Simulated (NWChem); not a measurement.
## Correlation energy of Hg

```xyz
1

Hg     0.0000     0.0000     0.0000
```
Charge 0, spin multiplicity 1.

The numbers come from NWChem runs, not from measurements.

Basis set: def2-TZVP. Each correlation energy counts from its own Hartree-Fock reference.

Effective core potentials replace the inner electrons of Hg; spin-orbit coupling is left out. The correlated methods keep 4 core orbitals frozen. No row is a measurement; the coupled-cluster row has its own basis-set and correlation limits.

| method | correlation energy (mHa) |
|---|---|
| CCSD(T) | -321.9 |
| CCSD+T(CCSD) | [?] |
| MP2 | [?] |
| CCSD | [?] |
| SCS-MP2 | -303.3 |
| CR-CCSD(T) | -320.7 |
| CR-CCSD[T] | -321.2 |

### Question
Some entries are withheld; supply them.

### Answer

- CCSD+T(CCSD), correlation energy (mHa): -322.5
- MP2, correlation energy (mHa): -335.8
- CCSD, correlation energy (mHa): -315.5
